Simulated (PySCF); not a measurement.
# How methods differ on the ionisation energy of Re⁶⁰⁺

Re⁶⁰⁺ [Ne] 3s2 3p3 (4S) → Re⁶¹⁺ [Ne] 3s2 3p2 (3P), as a difference of total energies. Calculation: PySCF 2.14, in an even-tempered Gaussian basis (17 s from 17 bohr⁻², ratio 2.5; 12 p from 22 bohr⁻², ratio 2.5; 4 d from 84 bohr⁻², ratio 2.7; 4 f from 130 bohr⁻², ratio 2.7); the spin-free X2C one-electron Hamiltonian (Gaussian nucleus). Correlated levels: outer shells: 1s2 frozen; virtual orbitals above 40 to 60 times the deepest correlated orbital energy dropped. The calculations carry no spin-orbit coupling.

```
                method  ionisation energy (eV)
                   UHF                  6440.4
                   LDA                  6439.8
                   PBE                  6441.0
                  PBE0                  6441.2
                r2SCAN                  6442.5
             BHandHLYP                  6441.6
                M06-2X                  6442.0
    MP2 (outer shells)                  6441.0
SCS-MP2 (outer shells)                  6440.8
```

Spin-orbit coupling is strong in these open shells (close to jj coupling). The scalar numbers leave it out and a first-order estimate fails, so it can dominate the gap to the real levels.

The ground level that NIST lists for one species does not belong to the high-spin term computed here, so part of any gap is the choice of state.

Breit and QED terms and the two-electron picture change are absent.

For comparison: 6300 ± 10 eV (theoretical estimate listed by NIST; NIST Atomic Spectra Database, ionization energies).
